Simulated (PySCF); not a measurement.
## Two-dimensional NMR puzzle

Compound of formula C4H12OSi. Correlations simulated from computed shifts and the bond graph:

HSQC (one-bond C–H):
```tsv
δH	δC
1.32	32.3
```

HMBC (two and three bonds, from the bond graph):
```tsv
δH	δC
4.94	72.2
1.32	72.2, 32.3
```

Carbons without hydrogens: δ 72.2.

- NMR shieldings at PBE0/pcSseg-1/GIAO
- structure optimised with GFN2-xTB
- run in PySCF 2.14
- one computed conformer, equivalent nuclei averaged, no relativistic terms, gas phase

Scale: TMS for 1H (σ = 31.72 ppm), 13C (σ = 186.93 ppm) (reference shieldings calculated alike).

Exchangeable hydrogens are left out of these lists.

Question: Assemble the structure.

Answer: `InChI=1S/C4H12OSi/c1-4(2,3)5-6/h1-3,6H3`.

Structure with atom numbers: `[CH3:1][C:2]([CH3:3])([CH3:4])[O:5][SiH3:6]`. Each H is labelled by its parent atom.

δC 72.2 is C2, a fully substituted sp3 carbon bonded to O. δC 32.3 is C1/C3/C4, a methyl carbon (δH 1.32). HMBC from δH 4.94 reaches the proton-free carbon C2. HMBC from δH 1.32 reaches the proton-free carbon C2.

This is the structure that produced the data.

Shifts are as computed. Against solution values, carbons near 30 ppm lie about +3 ppm off and those near 130 ppm about +5 ppm. Of 1211 compounds with measured shifts, 218 miss one by over three times the rms of a fit or turn the order of signals round; such compounds aren't used in these exercises.
